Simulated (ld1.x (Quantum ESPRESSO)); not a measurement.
Building the TM potential for boron (B) (LDA (PZ), scalar-relativistic).

Input for ld1.x (Quantum ESPRESSO) 7.5:

```
&input
   title='B', zed=5., rel=1, dft='PZ', iswitch=3,
   config='[He] 2s2 2p1 3d-2',
   nld=3, rlderiv=3.95, eminld=-3.0, emaxld=5.0, deld=0.02
 /
 &inputp
   pseudotype=2, tm=.true., lloc=1,
   nlcc=.false.,
   file_pseudopw='B.UPF', file_wfcaegen='ae.wfc', file_wfcncgen='nc.wfc', file_beta='beta', file_chi='chi'
 /
3
2S  1  0   2.00   0.00  1.05  1.05  0.0
3D  3  2  -2.00   0.35  3.10  3.10  0.0
2P  2  1   1.00   0.00  3.65  3.65  0.0
 &test
   configts(1)='2s2 2p1'
 /
```

Command:

```bash
ld1.x < B.in > B.out
```

Output (shortened: banner, matrices, multipoles, cross overlaps and the repeated all-electron block are left out):

```
Program LD1 v.7.5
     --------------------------- All-electron run ----------------------------

     B
     scalar relativistic calculation

     atomic number is  5.00
     dft =PZ   lsd =0 sic =0 latt =0  beta=0.20 tr2=1.0E-14
     Exchange-correlation= PZ
                           (   1   1   0   0   0   0   0)
     mesh =1059 r(mesh) = 101.04461 a.u. xmin = -7.00 dx = 0.01250
     1 Ry =  13.60569312 eV, c = 137.03599908

     n l     nl                  e(Ry)          e(Ha)          e(eV)
     1 0     1S 1( 2.00)       -13.1316        -6.5658      -178.6638
     2 0     2S 1( 2.00)        -0.6901        -0.3451        -9.3898
     2 1     2P 1( 1.00)        -0.2734        -0.1367        -3.7204

     final scf error:  2.8E-15 reached in  32 iterations

     Etot =     -48.701118 Ry,     -24.350559 Ha,    -662.612468 eV

     Ekin =      48.362292 Ry,      24.181146 Ha,     658.002502 eV
     Encl =    -113.027233 Ry,     -56.513616 Ha,   -1537.813844 eV
     Eh   =      23.011419 Ry,      11.505709 Ha,     313.086301 eV
     Exc  =      -7.047596 Ry,      -3.523798 Ha,     -95.887428 eV

     normalization and overlap integrals

     s(1S/1S) =  1.000000  <r> =   0.3322  <r2> =    0.1500  r(max) =   0.2129
     s(2S/2S) =  1.000000  <r> =   1.9653  <r2> =    4.6702  r(max) =   1.5152
     s(2P/2P) =  1.000000  <r> =   2.2891  <r2> =    6.8012  r(max) =   1.5536

     ------------------------ End of All-electron run ------------------------

     --------------------- Generating NC pseudopotential ---------------------

      Generating local pot.: lloc=1, matching radius rcloc =   3.6500

      Wfc   2S  rcut= 1.041  Using Troullier-Martins method

      Wfc   3D  rcut= 3.129  Using Troullier-Martins method

     ------------------- End of pseudopotential generation -------------------

     Computing logarithmic derivative in   3.94257
     Computing logarithmic derivative in   3.94257
     Computing the partial wave expansion
     R is outside the sphere for l=    0 j= 0.00
       no projector for channel:   1
     R is outside the sphere for l=    2 j= 0.00

     ---------------------- Testing the pseudopotential ----------------------

     B
     scalar relativistic calculation

     atomic number is  5.00   valence charge is  3.00
     dft =PZ   lsd =0 sic =0 latt =0  beta=0.20 tr2=1.0E-14
     mesh =1059 r(mesh) = 101.04461 xmin = -7.00 dx = 0.01250

     n l     nl             e AE (Ry)        e PS (Ry)    De AE-PS (Ry)
     1 0     2S   1( 2.00)       -0.69014       -0.69014       -0.00000
     2 1     2P   1( 1.00)       -0.27344       -0.27344        0.00000

     eps = 8.1E-15  iter =  9

     Etot =     -48.701118 Ry,     -24.350559 Ha,    -662.612468 eV
     Etotps =    -5.106897 Ry,      -2.553449 Ha,     -69.482876 eV

     Ekin =       2.254273 Ry,       1.127136 Ha,      30.670943 eV
     Encl =     -10.839066 Ry,      -5.419533 Ha,    -147.473004 eV
     Ehrt =       3.920512 Ry,       1.960256 Ha,      53.341286 eV
     Ecxc =      -1.540539 Ry,      -0.770269 Ha,     -20.960099 eV
     Epseu=       1.097923 Ry,       0.548961 Ha,      14.937997 eV

     ---------------------- End of pseudopotential test ----------------------
```

Generation and configuration tests took about 2.4 s on one core of a shared server CPU.
